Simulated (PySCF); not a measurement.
Cu, doublet. Base run: CAMB3LYP/def2-TZVP in PySCF.

Geometry (Å):
```xyz
1

Cu     0.0000     0.0000     0.0000
```
Charge 0, spin multiplicity 2.
Orbitals are unrestricted.
All else is at PySCF's defaults.

The base run was repeated with changes; each row names its change, and settings that it needs were set with it.

```json
[
 {"change": "base", "E (Eh)": "-1640.59208", "HOMO (eV)": "-6.54", "<S^2>": "0.751"},
 {"change": "functional = wb97x_v", "E (Eh)": "-1640.32118", "HOMO (eV)": "-7.17", "<S^2>": "0.750"},
 {"change": "functional = pw91,pw91", "E (Eh)": "-1640.64604", "HOMO (eV)": "-4.93", "<S^2>": "0.753"},
 {"change": "functional = mn15", "E (Eh)": "-1640.74804", "HOMO (eV)": "-5.97", "<S^2>": "0.751"},
 {"change": "functional = scan", "E (Eh)": "-1640.61079", "HOMO (eV)": "-5.03", "<S^2>": "0.756"},
 {"change": "functional = tpss", "E (Eh)": "-1640.51820", "HOMO (eV)": "-4.83", "<S^2>": "0.754"},
 {"change": "functional = bp86", "E (Eh)": "-1640.74851", "HOMO (eV)": "-5.01", "<S^2>": "0.752"},
 {"change": "functional = x3lyp", "E (Eh)": "-1640.44978", "HOMO (eV)": "-5.34", "<S^2>": "0.751"},
 {"change": "functional = b97m_v", "E (Eh)": "-1640.14474", "HOMO (eV)": "-4.61", "<S^2>": "0.752"},
 {"change": "functional = m062x", "E (Eh)": "-1640.44394", "HOMO (eV)": "-5.71", "<S^2>": "0.751"},
 {"change": "functional = pbe0; dispersion = d3bjm", "E (Eh)": "-1640.24417", "HOMO (eV)": "-5.39", "<S^2>": "0.752"},
 {"change": "functional = tpssh", "E (Eh)": "-1640.49048", "HOMO (eV)": "-5.04", "<S^2>": "0.753"},
 {"change": "functional = lda,vwn", "E (Eh)": "-1637.72811", "HOMO (eV)": "-5.02", "<S^2>": "0.752"}
]
```

Total energies compare only within one method and basis.

Open shells are given as the SCF converged; they aren't shown to be the lowest states, and a large step between rows can be another state.
